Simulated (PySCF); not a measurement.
SMILES C#CC[Si](F)(F)F at its CAM-B3LYP/def2-SVP optimised geometry (Å):

```
10

C      1.9465    -0.9700     0.0001
C      0.7418    -1.0077     0.0000
C     -0.7158    -1.0077     0.0000
Si    -1.4228     0.6999     0.0000
F     -3.0203     0.6203    -0.0173
F     -0.9740     1.5419    -1.2795
F     -0.9963     1.5216     1.3003
H      3.0203    -0.9400     0.0002
H     -1.1080    -1.5367     0.8852
H     -1.1089    -1.5419    -0.8815
```

Computed with PySCF 2.14.0 with CAM-B3LYP/def2-TZVP. Cells within 0.4 Å of a nucleus heavier than hydrogen are left out (blank, or x).

Map of the Laplacian of the electron density (e/bohr⁵), clipped to [-1.50, 1.50] on the plane z = 0.0 Å:

```
|555555555555555555555555555|
|555555555555555555555555555|
|555555555555555555555555555|
|555555555555555555555555555|
|555555555555555555555555555|
|555555555555555555555555555|
|555555555555555555555555555|
|555555555555555555555555555|
|555555555555555555555555555|
|555555555555555555555555555|
|555557865995555555555555555|
|555564x67xx9555555555555555|
|555563x66xx9555555555555555|
|555557865554555555555555555|
|555555555542455454455555555|
|55555555555xx3xx1xx10555555|
|55555555555xx36x2xx34555555|
|555555555555555555555555555|
|555555555555555555555555555|
|555555555555555555555555555|
|555555555555555555555555555|
|555555555555555555555555555|
|555555555555555555555555555|
|555555555555555555555555555|
|555555555555555555555555555|
|555555555555555555555555555|
|555555555555555555555555555|
```
Scale: ten equal steps from -1.50 (start of '0') to 1.50 (end of '9'), in the order '0123456789'; x runs from -5.50 to 5.50, y from -5.50 (bottom) to 5.50 (top).
